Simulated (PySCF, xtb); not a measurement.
Ga(H)(Br)(NMe2) (C2H7BrGaN), SMILES C[N](C)[GaH][Br].

GFN2-xTB (xtb 6.7.1) at its own geometry gives an orbital gap of 2.93 eV and a dipole moment of 5.11 D.

The structure is a stationary point at PBE0-D3(BJ)/def2-SVP. The values are those of a single conformer.

### Question
What does r2SCAN/def2-TZVP in PySCF give? (The exact figures need the calculation; the answer reports its results.)

### Answer
gap 4.25 eV (levels -5.64 and -1.39 eV), dipole 2.48 D.
